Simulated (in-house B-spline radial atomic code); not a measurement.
RPA and G0W0 on PBEsol: Cu

Configuration [Ar] 3d10 4s1, highest spin, mean-field start PBEsol. Computed with a B-spline radial code for spherical atoms: all electrons, non-relativistic, point nucleus, each spin shell either full or empty, empty states to l = 9 with an (l + 1/2)⁻⁴ tail; G0W0 by contour deformation at full frequency.

Command:
```bash
python run_gw.py task.json out
```
Settings (radii: box in bohr, nucleus in fm):
```
Z                        29
electrons                29
configuration            [Ar] 3d10 4s1
hamiltonian              nr
method                   pbesol
lmax                     9
spin_polarised           True
box_radius               40
intervals                55
ion_configuration        [Ar] 3d10
```

Time taken, with all properties: 7.2 s on 1 thread of Arm Neoverse N1, on a shared host.

Energies (hartree):

| term | value |
| --- | --- |
| mean-field total | -1638.97134 |
| Hartree-Fock functional on these orbitals | -1638.91337 |
| direct second order | -2.9979 |
| second-order exchange | 0.8356 |
| SOSEX correction | 0.70637 |

Problem. What is the RPA correlation energy, and what remains with SOSEX?

Solution. RPA gives -2.2545 hartree (-2.12 eV per electron); RPA + SOSEX gives -1.5481, and the second-order doubles -2.1623 hartree (no singles). RPA lacks exchange-type terms and so overcorrelates at short range.

Quasi-particle levels (eV):

```json
{"level": "4s up", "occupied": "yes", "mean field": "-4.852", "Σx - vxc": "-2.20", "Σc": "?", "QP weight": "?", "G0W0": "?"}
{"level": "4s down", "occupied": "no", "mean field": "-3.794", "Σx - vxc": "5.14", "Σc": "-2.67", "QP weight": "0.803", "G0W0": "-1.322"}
```

G0W0 = mean field + (Σx - vxc) + Σc, with Σc (partial-wave tail included) taken at the quasi-particle energy. Only the outer levels were computed. Levels of low weight are left out.

Problem. Where does G0W0 put 4s up?

Solution. At -8.079 eV, with Σc = -1.02 eV and a quasi-particle weight of 0.738. The tabulated removal energy is 7.726 eV (NIST, measured); the calculation leaves out relativity, Breit and QED terms, and what these don't explain is the method's own error.

Problem. What does it cost to remove one electron (to [Ar] 3d10) by differences of total energies, each species on its own start (correlation terms add to the Hartree-Fock functional)?

Solution. PBEsol 8.124 eV, Hartree-Fock functional 6.046 eV, + RPA 8.050 eV, + RPA + SOSEX 7.215 eV, + second order 9.380 eV. Tabulated: 7.726 eV (NIST, measured); the calculation leaves out relativity, Breit and QED terms, and what these don't explain is the method's own error.
